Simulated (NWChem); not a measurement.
System: C2H5GaO; SMILES C=[CH][GaH][OH]

Here is an NWChem input.

```
start job
memory heap 200 mb stack 900 mb global 1100 mb
geometry units angstroms noautosym nocenter noautoz
  Ga    -0.470654    -0.548132     0.000000
  H     -1.725213    -1.474443     0.000000
  C     -0.400626     1.405041     0.000000
  C      0.751991     2.088058     0.000000
  H     -1.333085     1.984667     0.000000
  H      0.789297     3.184748     0.000000
  H      1.728778     1.588373     0.000000
  O      1.074703    -1.449178     0.000000
  H      1.875483    -0.916192     0.000000
end
basis spherical
  * library def2-svpd
end
dft
  xc b3lyp
  iterations 150
end
property
  response 1 0.0
end
task dft property
```

Output (shortened):

```
             Northwest Computational Chemistry Package (NWChem) 7.3.0
             --------------------------------------------------------

                             Geometry "geometry" -> ""
                             -------------------------

 Output coordinates in angstroms (scale by  1.889725989 to convert to a.u.)

  No.       Tag          Charge          X              Y              Z
 ---- ---------------- ---------- -------------- -------------- --------------
    1 Ga                  31.0000    -0.47065400    -0.54813200     0.00000000
    2 H                    1.0000    -1.72521300    -1.47444300     0.00000000
    3 C                    6.0000    -0.40062600     1.40504100     0.00000000
    4 C                    6.0000     0.75199100     2.08805800     0.00000000
    5 H                    1.0000    -1.33308500     1.98466700     0.00000000
    6 H                    1.0000     0.78929700     3.18474800     0.00000000
    7 H                    1.0000     1.72877800     1.58837300     0.00000000
    8 O                    8.0000     1.07470300    -1.44917800     0.00000000
    9 H                    1.0000     1.87548300    -0.91619200     0.00000000

 Effective nuclear repulsion energy (a.u.)     247.6519708220

                              NWChem Property Module
                              ----------------------

                                 NWChem DFT Module
                                 -----------------

 Summary of "ao basis" -> "ao basis" (spherical)
 ------------------------------------------------------------------------------
       Tag                 Description            Shells   Functions and Types
 ---------------- ------------------------------  ------  ---------------------
 Ga                        def2-svpd                14       38   6s4p4d
 H                         def2-svpd                 4        8   2s2p
 C                         def2-svpd                 8       20   4s2p2d
 O                         def2-svpd                 9       23   4s3p2d

            General Information
            -------------------
          SCF calculation type: DFT
          Wavefunction type:  closed shell.
          No. of atoms     :     9
          No. of electrons :    56
           Alpha electrons :    28
            Beta electrons :    28
          Charge           :     0
          Spin multiplicity:     1
          Use of symmetry is: off; symmetry adaption is: off
          Maximum number of iterations: 150
          AO basis - number of functions:   141
                     number of shells:    59
          Convergence on energy requested:  1.00D-06
          Convergence on density requested:  1.00D-05
          Convergence on gradient requested:  5.00D-04

              XC Information
              --------------
                         B3LYP Method XC Potential
                     Hartree-Fock (Exact) Exchange  0.200
                        Slater Exchange Functional  0.800 local
                    Becke 1988 Exchange Functional  0.720 non-local
              Lee-Yang-Parr Correlation Functional  0.810
                  VWN I RPA Correlation Functional  0.190 local

             Grid Information
             ----------------
          Grid used for XC integration:  medium
          Radial quadrature: Mura-Knowles
          Angular quadrature: Lebedev.
          Tag              B.-S. Rad. Rad. Pts. Rad. Cut. Ang. Pts.
          ---              ---------- --------- --------- ---------
          Ga                  1.30      112          11.0       590
          H                   0.35       45          13.0       434
          C                   0.70       49          12.0       434
          O                   0.60       49          12.0       434
          Grid pruning is: on
          Number of quadrature shells:   484
          Spatial weights used:  Erf1

      Superposition of Atomic Density Guess
      -------------------------------------

 Sum of atomic energies:       -2075.41679869

      Non-variational initial energy
      ------------------------------

 Total energy =   -2076.977996
 1-e energy   =   -3383.509744
 2-e energy   =    1058.879777
 HOMO         =      -0.322190
 LUMO         =      -0.040437

   convergence    iter        energy       DeltaE   RMS-Dens  Diis-err
 ---------------- ----- ----------------- --------- --------- ---------
 d= 0,ls=0.0,diis     1  -2078.9047146724 -2.33D+03  2.11D-02  7.63D-01
 d= 0,ls=0.0,diis     2  -2078.6898082464  2.15D-01  1.01D-02  2.90D+00
 d= 0,ls=0.0,diis     3  -2078.9918795208 -3.02D-01  1.69D-03  5.47D-02
 d= 0,ls=0.0,diis     4  -2078.9959777446 -4.10D-03  6.76D-04  1.27D-02
 d= 0,ls=0.0,diis     5  -2078.9970012486 -1.02D-03  2.86D-04  1.34D-03
  Resetting Diis
 d= 0,ls=0.0,diis     6  -2078.9971611001 -1.60D-04  8.75D-05  1.68D-04
 d= 0,ls=0.0,diis     7  -2078.9971809940 -1.99D-05  2.50D-05  1.95D-06
 d= 0,ls=0.0,diis     8  -2078.9971808020  1.92D-07  1.40D-05  4.06D-06
 d= 0,ls=0.0,diis     9  -2078.9971812172 -4.15D-07  2.65D-06  1.45D-07

         Total DFT energy =    -2078.997181217175
      One electron energy =    -3385.810534615824
           Coulomb energy =     1155.520051854493
    Exchange-Corr. energy =      -96.358669277862
 Nuclear repulsion energy =      247.651970822017

 Numeric. integr. density =       56.000016104124

                       DFT Final Molecular Orbital Analysis
                       ------------------------------------

 Vector   26  Occ=2.000000D+00  E=-3.192501D-01
              MO Center=  8.5D-01, -9.3D-01,  1.1D-08, r^2= 2.3D+00
   Bfn.  Coefficient  Atom+Function         Bfn.  Coefficient  Atom+Function
  ----- ------------  ---------------      ----- ------------  ---------------
   117      0.547168  8 O  pz               120      0.379941  8 O  pz
    53      0.151831  3 C  pz                73      0.138024  4 C  pz
    15      0.131542  1 Ga pz               123      0.108820  8 O  pz
    56      0.093945  3 C  pz                12     -0.076054  1 Ga pz
    76      0.073588  4 C  pz                22      0.060596  1 Ga d  1

 Vector   27  Occ=2.000000D+00  E=-2.939937D-01
              MO Center=  3.1D-01,  1.2D+00,  5.9D-07, r^2= 2.8D+00
   Bfn.  Coefficient  Atom+Function         Bfn.  Coefficient  Atom+Function
  ----- ------------  ---------------      ----- ------------  ---------------
    73      0.381110  4 C  pz                53      0.371379  3 C  pz
   117     -0.252441  8 O  pz                56      0.230850  3 C  pz
    76      0.191947  4 C  pz               120     -0.177841  8 O  pz
    20     -0.055011  1 Ga d -1              18      0.040310  1 Ga pz
   123     -0.038839  8 O  pz                65     -0.028799  3 C  d  1

 Vector   28  Occ=2.000000D+00  E=-2.939799D-01
              MO Center= -2.3D-01,  2.6D-01, -5.9D-07, r^2= 4.1D+00
   Bfn.  Coefficient  Atom+Function         Bfn.  Coefficient  Atom+Function
  ----- ------------  ---------------      ----- ------------  ---------------
    52      0.367110  3 C  py                14     -0.286779  1 Ga py
   116      0.252441  8 O  py               104      0.230401  7 H  s
    49     -0.228818  3 C  s                 96     -0.225853  6 H  s
    39      0.217925  2 H  s                 17     -0.202358  1 Ga py
    50      0.180325  3 C  s                 87      0.169577  5 H  s

 Vector   29  Occ=0.000000D+00  E=-6.476548D-02
              MO Center= -2.4D-01,  5.0D-01, -6.1D-09, r^2= 4.6D+00
   Bfn.  Coefficient  Atom+Function         Bfn.  Coefficient  Atom+Function
  ----- ------------  ---------------      ----- ------------  ---------------
    18      0.461345  1 Ga pz                73     -0.334622  4 C  pz
    15      0.330409  1 Ga pz                76     -0.261929  4 C  pz
    53      0.180052  3 C  pz                12     -0.170121  1 Ga pz
    56      0.163038  3 C  pz               117     -0.145124  8 O  pz
   120     -0.115621  8 O  pz                37      0.097938  1 Ga d  1

 Vector   30  Occ=0.000000D+00  E=-1.292317D-02
              MO Center=  9.6D-01, -2.9D-01, -1.5D-08, r^2= 7.8D+00
   Bfn.  Coefficient  Atom+Function         Bfn.  Coefficient  Atom+Function
  ----- ------------  ---------------      ----- ------------  ---------------
    70      1.222680  4 C  s                  6      1.048495  1 Ga s
    96     -0.990797  6 H  s                 50     -0.782735  3 C  s
    16      0.487415  1 Ga px               121      0.489830  8 O  px
   104     -0.365358  7 H  s                 88      0.322728  5 H  s
     4      0.294677  1 Ga s                 86     -0.294397  4 C  d  2

 Vector   31  Occ=0.000000D+00  E= 1.321176D-02
              MO Center= -1.7D-01,  5.4D-01,  8.7D-09, r^2= 5.4D+00
   Bfn.  Coefficient  Atom+Function         Bfn.  Coefficient  Atom+Function
  ----- ------------  ---------------      ----- ------------  ---------------
    18      0.619481  1 Ga pz                53     -0.395243  3 C  pz
    56     -0.327239  3 C  pz                73      0.257742  4 C  pz
    15      0.233670  1 Ga pz                76      0.144383  4 C  pz
   117     -0.136571  8 O  pz               120     -0.123159  8 O  pz
    12     -0.116613  1 Ga pz               110      0.110238  7 H  pz

     Multipole analysis of the density
     ---------------------------------

[...]

 DFT Linear Response polarizability / au
 Frequency  =       0.0000000 / au
              X              Y              Z
 -----------------------------------------------
 X      62.8733048      7.8580645      0.0000000
 Y       7.8580422     69.7704357     -0.0000000
 Z       0.0000000     -0.0000000     41.5205324
 -----------------------------------------------
 Eigenvalues =      57.7403913     74.9033493     41.5205324
 Isotropic   =      58.0547577
 Anisotropic =      28.9142129
 -----------------------------------------------

 Magnetic Dipole Response Matrix (nonzero elements):

 Exiting AOResponse driver routine
```

Level: B3LYP/def2-SVPD. Coordinates come from a PBE0/def2-SVP optimisation. B3LYP is NWChem's, with the RPA form of VWN correlation.
